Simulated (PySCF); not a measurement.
Identify the compound

The spectra below were simulated for a compound C₃H₁₃PSi₃.

¹H NMR (400 MHz, computed): δ 5.92 (m, 1H), 5.19 (m, 1H), 5.09 (m, 1H), 4.04 (m, 2H), 4.00 (m, 6H), 1.77 (m, 2H).

¹³C{¹H} NMR (computed): δ 143.1 (CH), 121.8 (CH2), 23.7 (CH2).

All values are calculated (PySCF 2.14.0 with density-fitted response routines): geometry: PBE0-D3(BJ)/def2-SVP, σ from GIAO-B3LYP/pcSseg-1. A single conformation, gas phase, equivalent nuclei averaged, relativity neglected.

References, each an isolated molecule treated in the same way: ¹H (σref 31.38) and ¹³C (σref 179.24) vs TMS.

**Question.** What is the structure?

**Answer.** 
- 3 carbon signals for 3 carbons: no two carbons are equivalent.
- Carbon types of the structure: 1 × CH, 2 × CH2, leaving 8 H on heteroatoms.
- δC 143.1: alkene CH; as expected for a trigonal carbon in a double bond.
- δC 121.8: terminal =CH2 carbon; as expected for a trigonal carbon in a double bond.
- δH 5.92: hydrogen on an alkene CH; olefinic region.
- δH 5.19, 5.09: hydrogen on a terminal =CH2 carbon; attached to an sp2 carbon and in the plane of the double bond.
- δH 4.04: hydrogen on a silicon bonded to C, P.
- δH 4.00: hydrogen on a silicon bonded to P.
- δH 1.77: hydrogen on an allylic sp3 CH2 bonded to Si; allylic position.

Structure: SMILES [SiH3]P([SiH2]CC=C)[SiH3].

The shifts were computed for this structure.

Splittings by ³¹P in the carbon and heteronuclear signals aren't shown, as no couplings were computed. Shifts are as computed. Against solution values, carbons near 30 ppm lie about +2 ppm off and those near 130 ppm about +6 ppm. Of 1211 compounds with measured shifts, 218 miss one by over three times the rms of a fit or turn the order of signals round; such compounds aren't used in these exercises. No couplings were computed; multiplicities are counted from neighbouring protons, with m where these are inequivalent, close in shift, in a saturated or five-membered ring or joined by F or P, and br s for small geminal =CH2 splittings.
